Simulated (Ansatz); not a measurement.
## Molecular dynamics of H2C3O

Input file:

```yaml
accuracy: low
crystal:
  lattice:
    - [9.157714, 0.0, 0.0]
    - [0.0, 9.157714, 0.0]
    - [0.0, 0.0, 9.157714]
  atoms:
    - { symbol: C, position: [0.94616074, 0.18358066, 0.20660865] }
    - { symbol: C, position: [0.9870981, 0.13019147, 0.09272759] }
    - { symbol: H, position: [1.03121262, 0.08083722, -0.00457779] }
    - { symbol: H, position: [0.91725147, 0.23449719, 0.3065299] }
    - { symbol: C, position: [0.66914079, 0.91347828, 0.15906879] }
    - { symbol: C, position: [0.55975543, 0.92799263, 0.23137073] }
    - { symbol: H, position: [0.47848254, 0.97943967, 0.31002906] }
    - { symbol: H, position: [0.77684656, 0.89972108, 0.09521948] }
    - { symbol: C, position: [0.88315031, 0.96419498, 0.49918217] }
    - { symbol: C, position: [0.85773095, 1.04069481, 0.60244786] }
    - { symbol: H, position: [0.83428203, 1.12376492, 0.69012016] }
    - { symbol: H, position: [0.92318206, 0.89577842, 0.40983433] }
    - { symbol: C, position: [0.2416042, 0.04562931, 0.73437383] }
    - { symbol: C, position: [0.22504797, 0.05387244, 0.86376986] }
    - { symbol: H, position: [0.21842819, 0.04857835, 0.98201002] }
    - { symbol: H, position: [0.23904123, 0.02594918, 0.62431836] }
    - { symbol: C, position: [0.9831359, 0.33570713, 0.7223069] }
    - { symbol: C, position: [0.8882104, 0.40309527, 0.66137519] }
    - { symbol: H, position: [0.77971853, 0.43425431, 0.63040538] }
    - { symbol: H, position: [1.06999723, 0.28421974, 0.77327269] }
    - { symbol: C, position: [0.97792789, 0.6056274, 0.40178979] }
    - { symbol: C, position: [0.97770322, 0.58636613, 0.27024967] }
    - { symbol: H, position: [1.02843313, 0.57938614, 0.1678001] }
    - { symbol: H, position: [0.95496768, 0.60051483, 0.51558699] }
    - { symbol: O, position: [0.33554033, 0.51241519, 0.88074399] }
    - { symbol: C, position: [0.36948475, 0.41361364, 0.81157178] }
    - { symbol: O, position: [0.28620832, 0.31147189, 0.29026788] }
    - { symbol: C, position: [0.27728178, 0.19194822, 0.26534643] }
    - { symbol: O, position: [0.68313039, 0.56949628, 0.90947189] }
    - { symbol: C, position: [0.759023, 0.52430192, 0.99287267] }
    - { symbol: O, position: [0.58202329, 0.22230494, 0.98788015] }
    - { symbol: C, position: [0.60908876, 0.18185941, 0.87636369] }
    - { symbol: O, position: [0.05826055, 0.71442, 0.87624201] }
    - { symbol: C, position: [0.0239827, 0.6866912, 0.76486056] }
    - { symbol: O, position: [0.46794307, 0.88706395, 0.59227947] }
    - { symbol: C, position: [0.545926, 0.79873214, 0.62490358] }
basis:
  ecutwfc: 420.0
kpoints:
  mp_grid: { grid: [1, 1, 1] }
hamiltonian:
  xc: lda
scf:
  occupations: { method: fermi_dirac, width: 0.02 }
  lower_state_search: "off"
  max_iter: 96
md:
  timestep: 0.5
  n_steps: 200
  ensemble: nvt_nose_hoover
  temperature: 500.0
  initial_velocities: zero
  seed: 304884
  nose_hoover: { tau: 100.0, chain_length: 1 }
```

Command:

```bash
$ ansatz run input.yaml --threads 1 --pin off --max-ram 3072MiB --backend cpu --events-out ev --progress --plain --runs-dir out
```

It goes on from the last frame of an earlier run, with new velocities.

Output, in part (step lines):

```
md step     0: t =     0.00 fs  T =     0.0 K  F+E_penalty+E_count = -7858.67211996 eV  E_kin = 0.000000 eV  conserved = -7858.67211996 eV  (12 SCF iters)
md step     1: t =     0.50 fs  T =     7.8 K  F+E_penalty+E_count = -7858.70827250 eV  E_kin = 0.035412 eV  conserved = -7858.67286153 eV  (6 SCF iters)
md step     2: t =     1.00 fs  T =    28.8 K  F+E_penalty+E_count = -7858.80517638 eV  E_kin = 0.130391 eV  conserved = -7858.67479287 eV  (7 SCF iters)
md step     3: t =     1.50 fs  T =    56.5 K  F+E_penalty+E_count = -7858.93264794 eV  E_kin = 0.255473 eV  conserved = -7858.67720658 eV  (7 SCF iters)
md step     4: t =     2.00 fs  T =    82.6 K  F+E_penalty+E_count = -7859.05285288 eV  E_kin = 0.373619 eV  conserved = -7858.67931832 eV  (8 SCF iters)
md step     5: t =     2.50 fs  T =   100.0 K  F+E_penalty+E_count = -7859.13275376 eV  E_kin = 0.452421 eV  conserved = -7858.68050260 eV  (4 SCF iters)
md step     6: t =     3.00 fs  T =   104.8 K  F+E_penalty+E_count = -7859.15421108 eV  E_kin = 0.474120 eV  conserved = -7858.68037537 eV  (3 SCF iters)
md step     7: t =     3.50 fs  T =    97.6 K  F+E_penalty+E_count = -7859.12006679 eV  E_kin = 0.441607 eV  conserved = -7858.67887626 eV  (4 SCF iters)
[... lines left out ...]
```

The steps, from the saved trajectory:

```json
{"time (fs)": "0.0", "T (K)": "0", "potential energy less start (eV)": "0.000", "conserved less start (meV/atom)": "0.00"}
{"time (fs)": "3.0", "T (K)": "105", "potential energy less start (eV)": "-0.482", "conserved less start (meV/atom)": "-0.23"}
{"time (fs)": "6.0", "T (K)": "97", "potential energy less start (eV)": "-0.443", "conserved less start (meV/atom)": "-0.11"}
{"time (fs)": "9.0", "T (K)": "126", "potential energy less start (eV)": "-0.570", "conserved less start (meV/atom)": "-0.08"}
{"time (fs)": "12.0", "T (K)": "213", "potential energy less start (eV)": "-0.966", "conserved less start (meV/atom)": "-0.24"}
{"time (fs)": "15.0", "T (K)": "118", "potential energy less start (eV)": "-0.521", "conserved less start (meV/atom)": "-0.01"}
{"time (fs)": "18.0", "T (K)": "158", "potential energy less start (eV)": "-0.705", "conserved less start (meV/atom)": "-0.20"}
{"time (fs)": "21.0", "T (K)": "100", "potential energy less start (eV)": "-0.435", "conserved less start (meV/atom)": "-0.11"}
{"time (fs)": "24.0", "T (K)": "58", "potential energy less start (eV)": "-0.239", "conserved less start (meV/atom)": "-0.05"}
{"time (fs)": "27.0", "T (K)": "140", "potential energy less start (eV)": "-0.609", "conserved less start (meV/atom)": "-0.22"}
{"time (fs)": "30.0", "T (K)": "106", "potential energy less start (eV)": "-0.444", "conserved less start (meV/atom)": "-0.03"}
{"time (fs)": "33.0", "T (K)": "198", "potential energy less start (eV)": "-0.853", "conserved less start (meV/atom)": "-0.19"}
{"time (fs)": "36.0", "T (K)": "211", "potential energy less start (eV)": "-0.901", "conserved less start (meV/atom)": "-0.15"}
{"time (fs)": "39.0", "T (K)": "177", "potential energy less start (eV)": "-0.724", "conserved less start (meV/atom)": "-0.07"}
{"time (fs)": "42.0", "T (K)": "214", "potential energy less start (eV)": "-0.884", "conserved less start (meV/atom)": "-0.22"}
{"time (fs)": "45.0", "T (K)": "130", "potential energy less start (eV)": "-0.483", "conserved less start (meV/atom)": "-0.05"}
{"time (fs)": "48.0", "T (K)": "142", "potential energy less start (eV)": "-0.528", "conserved less start (meV/atom)": "-0.13"}
{"time (fs)": "51.0", "T (K)": "152", "potential energy less start (eV)": "-0.561", "conserved less start (meV/atom)": "-0.12"}
{"time (fs)": "54.0", "T (K)": "143", "potential energy less start (eV)": "-0.500", "conserved less start (meV/atom)": "-0.03"}
{"time (fs)": "57.0", "T (K)": "230", "potential energy less start (eV)": "-0.878", "conserved less start (meV/atom)": "-0.18"}
{"time (fs)": "60.0", "T (K)": "213", "potential energy less start (eV)": "-0.773", "conserved less start (meV/atom)": "-0.06"}
{"time (fs)": "63.0", "T (K)": "236", "potential energy less start (eV)": "-0.850", "conserved less start (meV/atom)": "-0.12"}
{"time (fs)": "66.0", "T (K)": "244", "potential energy less start (eV)": "-0.859", "conserved less start (meV/atom)": "-0.17"}
{"time (fs)": "69.0", "T (K)": "177", "potential energy less start (eV)": "-0.525", "conserved less start (meV/atom)": "-0.04"}
{"time (fs)": "72.0", "T (K)": "216", "potential energy less start (eV)": "-0.682", "conserved less start (meV/atom)": "-0.18"}
{"time (fs)": "75.0", "T (K)": "182", "potential energy less start (eV)": "-0.500", "conserved less start (meV/atom)": "-0.10"}
{"time (fs)": "78.0", "T (K)": "184", "potential energy less start (eV)": "-0.480", "conserved less start (meV/atom)": "-0.05"}
{"time (fs)": "81.0", "T (K)": "262", "potential energy less start (eV)": "-0.805", "conserved less start (meV/atom)": "-0.16"}
{"time (fs)": "84.0", "T (K)": "221", "potential energy less start (eV)": "-0.577", "conserved less start (meV/atom)": "0.00"}
{"time (fs)": "87.0", "T (K)": "282", "potential energy less start (eV)": "-0.815", "conserved less start (meV/atom)": "-0.12"}
{"time (fs)": "90.0", "T (K)": "273", "potential energy less start (eV)": "-0.731", "conserved less start (meV/atom)": "-0.09"}
{"time (fs)": "93.0", "T (K)": "220", "potential energy less start (eV)": "-0.445", "conserved less start (meV/atom)": "-0.01"}
{"time (fs)": "96.0", "T (K)": "281", "potential energy less start (eV)": "-0.691", "conserved less start (meV/atom)": "-0.19"}
{"time (fs)": "99.0", "T (K)": "192", "potential energy less start (eV)": "-0.238", "conserved less start (meV/atom)": "0.01"}
```

All steps were run. The conserved energy stayed within 0.26 meV per atom of its start (net change -0.044 meV per atom), so the integration is sound. The mean temperature of the second half is 56 % below the set value. A run of 0.1 ps of so small a system gives no equilibrium averages. Limits of this set-up: coarse k mesh, low accuracy level.

Mean squared displacements from the first frame to the last, about the centre of mass: C 0.13 Å², H 0.73 Å², O 0.03 Å².

Last frame:

```xyz
36
Lattice="9.1577 0.0000 0.0000 0.0000 9.1577 0.0000 0.0000 0.0000 9.1577" Properties=species:S:1:pos:R:3
C 8.606 1.566 1.924
C 8.580 1.428 0.717
H 8.690 1.263 -0.348
H 8.483 1.742 2.973
C 6.193 8.327 1.647
C 5.030 8.430 1.988
H 4.070 8.841 2.436
H 7.305 8.326 1.356
C 8.129 8.643 4.534
C 7.665 9.276 5.442
H 7.183 9.907 6.229
H 8.644 7.972 3.805
C 1.689 0.458 7.150
C 2.682 0.495 7.819
H 3.569 0.492 8.435
H 0.839 0.353 6.522
C 9.034 3.053 6.696
C 8.127 3.716 6.272
H 7.156 4.028 6.035
H 9.996 2.644 6.974
C 9.272 5.804 3.612
C 8.761 5.247 2.650
H 8.853 4.995 1.629
H 9.342 6.138 4.617
O 2.998 4.670 8.082
C 3.328 4.007 7.266
O 2.563 2.809 2.645
C 2.796 1.750 2.321
O 6.069 5.165 8.413
C 7.090 4.966 8.892
O 5.241 2.064 8.930
C 5.972 1.534 8.232
O 0.360 6.475 8.041
C 0.341 6.608 6.884
O 4.460 8.032 5.246
C 5.187 7.323 5.755
```

Time of the run: 7.2 min on 1 thread of Arm Neoverse V2, with other jobs on the host, peak memory 0.56 GiB.
